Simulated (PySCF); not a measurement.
Compound: C3H6Te.
Bonds: C1–C2 (double), C2–Te3, Te3–C4. Hydrogens: H5, H6 on C1; H7 on C2; H8, H9, H10 on C4.

Method: PBE0-D3(BJ)/def2-SVP geometry optimisation, gas phase, def2 core potentials past Kr (PySCF); density fitting, grid level 1; the optimiser is geomeTRIC in internal coordinates, started from a GFN2-xTB structure with every atom displaced at random (about 0.01 Å).

The end geometry, which sets the zero of energy:
```
atom  x, y, z in Å
C1      1.5054    0.5781   -0.1524
C2      1.2488   -0.6982   -0.4454
Te3    -0.5976   -1.6920   -0.3137
C4     -1.7057    0.0181    0.3562
H5      2.5185    0.9763   -0.2676
H6      0.7422    1.2741    0.2066
H7      2.0492   -1.3572   -0.8004
H8     -1.6200    0.8245   -0.3837
H9     -1.3345    0.3461    1.3356
H10    -2.7557   -0.2912    0.4425
```

Question: These geometries come from the run, each turned onto the end geometry. Order them by energy, lowest first.
A.
```
atom  x, y, z in Å
C1      1.4955    0.5726   -0.1307
C2      1.2528   -0.7026   -0.4382
Te3    -0.5865   -1.7022   -0.2760
C4     -1.6993    0.0204    0.3538
H5      2.4974    0.9743   -0.3050
H6      0.7367    1.2670    0.2477
H7      2.0465   -1.3444   -0.8384
H8     -1.5837    0.8179   -0.3906
H9     -1.3548    0.3557    1.3415
H10    -2.7538   -0.2800    0.4136
```
B.
```
atom  x, y, z in Å
C1      1.5314    0.5436   -0.1397
C2      1.2587   -0.6955   -0.4476
Te3    -0.6160   -1.6867   -0.3513
C4     -1.6865    0.0272    0.3339
H5      2.4951    0.9806   -0.2358
H6      0.7388    1.2427    0.2108
H7      2.0647   -1.3395   -0.7944
H8     -1.6894    0.8153   -0.4084
H9     -1.3072    0.3932    1.2959
H10    -2.7388   -0.3022    0.5141
```
C.
```
atom  x, y, z in Å
C1      1.4990    0.5884   -0.1632
C2      1.2434   -0.6856   -0.4712
Te3    -0.5666   -1.7115   -0.1914
C4     -1.7168    0.0199    0.3375
H5      2.5305    0.9620   -0.2693
H6      0.8014    1.2270    0.3724
H7      2.0200   -1.3187   -0.9126
H8     -1.6300    0.7722   -0.4608
H9     -1.3698    0.4277    1.2911
H10    -2.7603   -0.3027    0.4451
```

Answer: A (0.005 eV), C (0.034 eV), B (0.086 eV).

In the order of the answer:

| step | E above end (eV) | largest force (eV/Å) | rms force component (eV/Å) | rms distance from end (Å) | rms bond change (Å) | bond most changed (Å) |
| --- | --- | --- | --- | --- | --- | --- |
| 3 | 0.005 | 0.17 | 0.055 | 0.032 | 0.001 | C1–H6 +0.002 |
| 1 | 0.034 | 0.82 | 0.182 | 0.092 | 0.004 | C1–H5 +0.008 |
| 0 | 0.086 | 2.62 | 0.690 | 0.049 | 0.020 | C1–H5 -0.032 |

What follows is the cost of the whole optimisation. On an AMD EPYC 7B13 with one thread, shared host, this took 28 s of wall time and 0.42 GiB of memory at its peak.
